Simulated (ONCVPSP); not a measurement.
# An all-electron radial function and its pseudo partner (Cr)

Columns: radius, all-electron u(r) and pseudo u(r) of the 3d shell (level -9.84 eV) of chromium in the configuration [Ne] 3s2 3p6 3d5; PBEsol, scalar-relativistic, ONCV scheme, ONCVPSP 4.0.1.

```csv
r (bohr),all-electron,pseudo
0.078,0.0255,0.0044
0.155,0.1199,0.0325
0.232,0.2544,0.1000
0.310,0.3967,0.2114
0.388,0.5244,0.3553
0.465,0.6273,0.5093
0.542,0.7058,0.6529
0.620,0.7613,0.7691
0.698,0.7958,0.8453
0.775,0.8129,0.8811
0.852,0.8170,0.8847
0.930,0.8112,0.8658
1.008,0.7980,0.8354
1.085,0.7799,0.8018
1.162,0.7583,0.7692
1.240,0.7342,0.7385
1.318,0.7087,0.7100
1.395,0.6829,0.6831
1.472,0.6568,0.6568
1.550,0.6305,0.6305
1.628,0.6045,0.6045
1.705,0.5795,0.5794
1.782,0.5550,0.5550
1.860,0.5310,0.5309
1.938,0.5077,0.5077
2.015,0.4856,0.4855
```

Problem. How many radial nodes do the two functions have?

Solution. The all-electron 3d function has n − l − 1 = 0; the pseudo-wave has 0.

Problem. At about which radius was the pseudo-wave matched?

Solution. 1.55 bohr. The columns agree to 0.0005 from 1.40 bohr on; several derivatives are matched, so the curves merge somewhat inside the radius.

Problem. Where does each function peak?

Solution. Outermost all-electron maximum near 0.85 bohr, pseudo maximum near 0.85 bohr (to the table’s step).

Problem. Is the pseudo-wave norm-conserving?

Solution. Yes: the ONCV scheme keeps the norm inside the radius equal to the all-electron one, which fixes the energy derivative of the logarithmic derivative at the level.
